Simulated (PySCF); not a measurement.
A calculated (wB97M-V, PySCF 2.14, x2c-TZVPPall with one added diffuse shell each of s, p, d, f type, scalar relativity by spin-free X2C-1e) atom or ion has these occupied shells.

```json
{"shell": "1s β", "electrons": "1", "orbital energy (eV)": "-69445.9", "rms radius, mean of both spins (bohr)": "0.0208"}
{"shell": "1s α", "electrons": "1", "orbital energy (eV)": "-69445.9", "rms radius, mean of both spins (bohr)": "0.0208"}
{"shell": "2s α", "electrons": "1", "orbital energy (eV)": "-12055.0", "rms radius, mean of both spins (bohr)": "0.0838"}
{"shell": "2s β", "electrons": "1", "orbital energy (eV)": "-12054.8", "rms radius, mean of both spins (bohr)": "0.0838"}
{"shell": "2p α", "electrons": "3", "orbital energy (eV)": "-10576.7", "rms radius, mean of both spins (bohr)": "0.0763"}
{"shell": "2p β", "electrons": "3", "orbital energy (eV)": "-10576.5", "rms radius, mean of both spins (bohr)": "0.0763"}
{"shell": "3s α", "electrons": "1", "orbital energy (eV)": "-2819.0", "rms radius, mean of both spins (bohr)": "0.215"}
{"shell": "3s β", "electrons": "1", "orbital energy (eV)": "-2819.0", "rms radius, mean of both spins (bohr)": "0.215"}
{"shell": "3p α", "electrons": "3", "orbital energy (eV)": "-2376.7", "rms radius, mean of both spins (bohr)": "0.216"}
{"shell": "3p β", "electrons": "3", "orbital energy (eV)": "-2376.7", "rms radius, mean of both spins (bohr)": "0.216"}
{"shell": "3d α", "electrons": "5", "orbital energy (eV)": "-1852.0", "rms radius, mean of both spins (bohr)": "0.197"}
{"shell": "3d β", "electrons": "5", "orbital energy (eV)": "-1851.9", "rms radius, mean of both spins (bohr)": "0.197"}
{"shell": "4s α", "electrons": "1", "orbital energy (eV)": "-615.75", "rms radius, mean of both spins (bohr)": "0.478"}
{"shell": "4s β", "electrons": "1", "orbital energy (eV)": "-615.56", "rms radius, mean of both spins (bohr)": "0.478"}
{"shell": "4p α", "electrons": "3", "orbital energy (eV)": "-469.14", "rms radius, mean of both spins (bohr)": "0.509"}
{"shell": "4p β", "electrons": "3", "orbital energy (eV)": "-468.96", "rms radius, mean of both spins (bohr)": "0.509"}
{"shell": "4d α", "electrons": "5", "orbital energy (eV)": "-278.62", "rms radius, mean of both spins (bohr)": "0.550"}
{"shell": "4d β", "electrons": "5", "orbital energy (eV)": "-278.39", "rms radius, mean of both spins (bohr)": "0.550"}
{"shell": "5s α", "electrons": "1", "orbital energy (eV)": "-114.84", "rms radius, mean of both spins (bohr)": "1.13"}
{"shell": "5s β", "electrons": "1", "orbital energy (eV)": "-113.16", "rms radius, mean of both spins (bohr)": "1.13"}
{"shell": "5p α", "electrons": "3", "orbital energy (eV)": "-78.167", "rms radius, mean of both spins (bohr)": "1.31"}
{"shell": "5p β", "electrons": "3", "orbital energy (eV)": "-75.697", "rms radius, mean of both spins (bohr)": "1.31"}
{"shell": "4f α", "electrons": "7", "orbital energy (eV)": "-69.194", "rms radius, mean of both spins (bohr)": "0.676"}
{"shell": "4f β", "electrons": "7", "orbital energy (eV)": "-68.821", "rms radius, mean of both spins (bohr)": "0.676"}
{"shell": "5d α", "electrons": "3", "orbital energy (eV)": "-36.140", "rms radius, mean of both spins (bohr)": "1.88"}
```

Name the element and its charge.

W³⁺ (tungsten, charge +3), in [Xe] 4f14 5d3, high-spin 4F determinant.
